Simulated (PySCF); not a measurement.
## Relaxation of singlet TcSe₃⁺

These are results of PySCF, PBE0, basis Tc def2-SVP with ECP28, Se def2-SVP (scalar-relativistic core potentials, no spin–orbit coupling, density fitting), not measurements. A (50,194) grid was used.

A hand-made trigonal pyramidal start, of C3v symmetry, held to at least that symmetry:

```xyz
4
charge 1 multiplicity 1, angstrom
Tc    0.0000    0.0000   -0.7394
Se    1.9642    0.0000    0.3050
Se   -0.9821    1.7011    0.3050
Se   -0.9821   -1.7011    0.3050
```

What forces act on the atoms at the start (eV/Å)?


```json
{"atom": "Tc1", "Fx": "-0.01", "Fy": "0.00", "Fz": "3.14"}
{"atom": "Se2", "Fx": "-0.07", "Fy": "0.00", "Fz": "-1.04"}
{"atom": "Se3", "Fx": "0.04", "Fy": "-0.07", "Fz": "-1.05"}
{"atom": "Se4", "Fx": "0.04", "Fy": "0.07", "Fz": "-1.05"}
```

What does it relax to?

It ends at C3v with Tc–Se 2.194 Å (×3); Se–Tc–Se 107.9° (×3). A frequency run shows a minimum. Other isomers or separated fragments may lie lower.

How much energy is released, and in how many steps?

35.4 kJ/mol in 4 steps.
